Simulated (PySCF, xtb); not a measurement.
Al(OH)2(PH2) (AlH4O2P), SMILES [OH][Al]([OH])[PH2]. Other conformers were not sampled.

Harmonic wavenumbers (cm⁻¹) from GFN2-xTB (xtb) at its own minimum, in rising order: 84, 120, 178, 197, 309, 375, 428, 442, 446, 577, 592, 781, 948, 1129, 2211, 2278, 3772, 3774.

Task: What does TPSSh-D3(BJ)/def2-SVP run with PySCF give at its own minimum? (Estimate from the structure and the level; the computed values follow.)

Result: 99, 142, 212, 219, 255, 336, 409, 468, 550, 561, 636, 815, 928, 1101, 2394, 2407, 3898, 3900. Paired by order, the mean absolute difference is 58 cm⁻¹ and the zero-point energies are 26.6 and 27.6 kcal/mol.
